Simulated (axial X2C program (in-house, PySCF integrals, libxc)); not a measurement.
## MnAs: cheaper levels and CCSD(T), two-component

All values were computed with an in-house all-electron X2C program for linear molecules (integrals from PySCF). Two-component (2c) means X2C with spin–orbit coupling and atomic mean-field two-electron Coulomb and Gaunt terms. Basis: As dyall-cv3z [9s9p6d4f1g], Mn dyall-cv3z [9s10p6d3f2g] (cores contracted in-house); Gaussian nuclei, density fitting, unrestricted open shells. Masses: As 74.922 u, Mn 54.938 u.

State: Ω = 1 (⟨Sz⟩ = 2.01, ⟨Lz⟩ = -1.01 at HF); fragments As + Mn.

```csv
level,Re (Å),ωe (cm⁻¹),De (eV)
PBE0,2.271,303.7,1.28
HF,2.525,231.5,-0.295
CCSD,2.368,265.1,0.324
PBE,2.204,329.4,2.14
```

Correlated methods: 12 electrons correlated (number of frozen shells: As 3 s, 2 p, 1 d; Mn 3 s, 2 p), 296 virtual spin orbitals or spinors in MP2, 90 natural virtuals in coupled cluster.

CCSD(T), same Hamiltonian and basis:

Re = 2.354 Å, ωe = 268.9 cm⁻¹, De = 0.42 eV; T1 = 0.046 (Lee–Taylor normalisation).

(1) Give the differences from CCSD(T) in the columns below.

One determinant describes the state; a PBE0 search over occupations chose it and may have missed a lower one. De is counted from the lowest determinant-based energies of the atoms at the same level, without counterpoise correction. Density functionals use the spin component along the axis (collinear). CCSD and (T) use frozen natural virtuals with an MP2 correction for the truncation; (T) itself is uncorrected, so its De runs slightly low. PBE0 can misorder states that lie within some tenths of an eV, so this need not be the ground state of the molecule. The nearest other 2c determinant of the search, Ω = 3, lies 0.13 eV up at the distance of the search. Without a current term, density functionals place determinants with orbital angular momentum somewhat too high. With several unpaired electrons one determinant need not be a pure state. Open-shell Ω = 0 determinants with evenly filled partner blocks cannot be reached by this program, so the Ω shown need not be the lowest component. Some points did not converge and are left out. The determinant is spin-polarised beyond a pure state at some levels (its spin-free form has ⟨S²⟩ too high), which makes Re and μ there less reliable. The T1 diagnostic is large, a sign of multireference character.

Answers

(1) 

| level | ΔRe (Å) | Δωe (cm⁻¹) | ΔDe (eV) |
| --- | --- | --- | --- |
| PBE0 | -0.083 | 34.8 | 0.86 |
| HF | 0.171 | -37.4 | -0.72 |
| CCSD | 0.014 | -3.8 | -0.10 |
| PBE | -0.150 | 60.5 | 1.72 |
